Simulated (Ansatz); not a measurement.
The cluster Se₃⁻, relaxed as a doublet with UKS PBE0-D4/def2-TZVPD in Ansatz, starting from the GFN2-xTB geometry. Force threshold 0.02 eV/Å.

Another isomer (doublet) lies 0.74 eV lower at PBE0-D4/def2-TZVPD; other spin states weren't run for this one.

Start:

```xyz
3

Se   -0.807   -0.326    1.111
Se    0.980   -0.908   -0.429
Se   -0.173    1.233   -0.682
```

| step | energy (eV) | largest force component (eV/Å) | SCF passes |
| --- | --- | --- | --- |
| 1 | -196027.6420 | 0.746 | 22 |
| 2 | -196027.6857 | 0.707 | 41 |
| 3 | -196027.7473 | 2.295 | 43 |
| 4 | -196027.8132 | 2.039 | 34 |
| 5 | -196028.1768 | 0.801 | 32 |
| 6 | -196028.2311 | 0.155 | 28 |
| 7 | -196028.2381 | 0.037 | 28 |
| 8 | -196028.2386 | 0.011 | 29 |

Force components are those of the run's own axes.

End:

| atom | x (Å) | y (Å) | z (Å) |
| --- | --- | --- | --- |
| Se1 | -0.808 | -0.589 | 1.298 |
| Se2 | 0.825 | -0.759 | -0.365 |
| Se3 | -0.017 | 1.347 | -0.933 |

Bonds lost: Se1–Se3 (atoms count from 1).

No frequencies were taken in this run, so the end may be a saddle point.

It took 52 s on 4 threads of Arm Neoverse V1 on a shared host, peak host memory 0.69 GiB.
